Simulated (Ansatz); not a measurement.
C3H6ClGa, SMILES `C=[CH][Ga]([CH3])[Cl]`. The species carries charge 0 and has multiplicity 1. Correlated methods include outer-core shells of Ga, which these sets cover unevenly. Scalar relativity is left out up to krypton.

```xyz
11

C    -1.8902    0.6602   -1.3735
C    -0.6310    0.2543   -1.2233
Ga    0.1263   -0.0627    0.5370
C     1.8913   -0.6503    1.1278
Cl   -1.2912    0.3195    2.1365
H    -2.5400    0.8294   -0.5190
H    -2.3273    0.8412   -2.3531
H    -0.0266    0.1011   -2.1157
H     1.7946   -1.5736    1.7033
H     2.5693   -0.8225    0.2912
H     2.3248    0.1034    1.7887
```

Question: Give the diagnostics of a CCSD(T)/def2-TZVPP run (frozen core, the Gaussian-basis code of Ansatz). (An estimate is asked.)

Answer: Ansatz gave: T1 = 0.0115, largest single amplitude 0.018, largest double 0.066, (T) share of the correlation energy 4.2 %, 9 CCSD cycles. The RHF solution is stable towards an unrestricted one. T1 lies under the customary mark of 0.02 for closed shells.
